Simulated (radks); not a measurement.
Species: the cobalt ion Co3+. Configuration: [Ar] 3d6. Calculated with a radial shooting solver on a logarithmic mesh with Libxc functionals: Dirac Kohn-Sham, PBE, spin-unpolarised, spherical densities, point nucleus; open shells fill j = l - 1/2 first.

Radial electron density D(r) = 4 pi r^2 rho(r):

| r (bohr) | D(r) (e/bohr) |
|---|---|
| 0.002666 | 1.161 |
| 0.003389 | 1.787 |
| 0.004309 | 2.722 |
| 0.005477 | 4.090 |
| 0.006963 | 6.044 |
| 0.008852 | 8.738 |
| 0.01125 | 12.29 |
| 0.01419 | 16.54 |
| 0.01804 | 21.55 |
| 0.02293 | 26.59 |
| 0.02916 | 30.69 |
| 0.03706 | 32.70 |
| 0.04712 | 31.93 |
| 0.0599 | 28.96 |
| 0.07614 | 26.09 |
| 0.0968 | 26.27 |
| 0.1231 | 30.50 |
| 0.1564 | 35.62 |
| 0.1989 | 35.89 |
| 0.2528 | 28.75 |
| 0.3214 | 18.99 |
| 0.4086 | 14.39 |
| 0.5194 | 16.32 |
| 0.655 | 18.35 |
| 0.8327 | 15.62 |
| 1.059 | 9.581 |
| 1.346 | 4.342 |
| 1.711 | 1.511 |
| 2.175 | 0.4108 |
| 2.765 | 0.08098 |
| 3.514 | 0.009696 |

D(r) has 3 maxima, at r = 0.0392, 0.179, 0.655 bohr, and minima at 0.0852, 0.418 bohr, inside which lie 2.12, 10.72 electrons.
